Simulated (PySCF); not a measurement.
## Correlation energy of P⁺ (phosphorus, charge +1)

[Ne] 3s2 3p1 4s1, high-spin 3P determinant (an excited configuration). Computed with PySCF 2.14 in aug-cc-pwCVTZ, with no relativity, point nucleus. Frozen: [Ne]; 4 electrons correlated.

MP2 pair energies summed by pair of shells (mhartree):

```tsv
pair	energy	share (%)
3s-3s	-25.39	44.1
3s-3p	-20.89	36.3
3s-4s	-8.69	15.1
3p-4s	-2.64	4.6
```

Total MP2 correlation energy: -57.61 mhartree.

Same-spin part -7.97 and opposite-spin part -49.64 mhartree; SCS-MP2 scales them by 1/3 and 6/5 to -62.22 mhartree.
